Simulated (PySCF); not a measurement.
A structure optimised at PBE0-D3(BJ)/def2-SVP, used in a PySCF frequency run:

```xyz
7

Al    -0.4158    -0.5670     0.0000
Cl     1.1816    -1.8973     0.0000
N     -0.1040     1.1687     0.0000
C      0.1794     2.3363     0.0000
O      0.4449     3.4722     0.0000
O     -1.9740    -1.2048     0.0000
H     -2.7967    -0.7142     0.0000
```
Charge 0, spin multiplicity 1.

Task: Write its SMILES, formula and point group.

Result: O=C=[N][Al]([OH])[Cl], CHAlClNO2, Cs

Task: What are its rotational constants (standard atomic weights)?

Result: 3.9523, 1.1548, 0.89370 GHz
